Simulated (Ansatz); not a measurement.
Reaction (isomerisation): `CN(C)B[SiH3]` → `CNB(C)[SiH3]`

Isolated molecules relaxed with PBE0-D4/def2-TZVP in Ansatz; ΔE leaves out vibrations. CBS: MP2 limit from def2 TZ/QZ plus the TZ coupled-cluster correction, frozen cores. DFT in def2-TZVPP. Each species was taken in one conformer, which may not be the lowest.

```tsv
level	ΔE (kcal/mol)
r2SCAN-D4	-15.8
CCSD/def2-TZVPP	-14.6
CCSD(T)/def2-TZVPP	-14.3
SCS-MP2/def2-QZVPP	-14.3
```

(1) What does CCSD(T)/CBS give? (An estimate is asked.)

Largest T1 diagnostic among the species: 0.013.

Results:

(1) The calculation gave: -14.8 kcal/mol. The listed levels differ from it by -1.0, 0.2, 0.5, 0.5 kcal/mol.
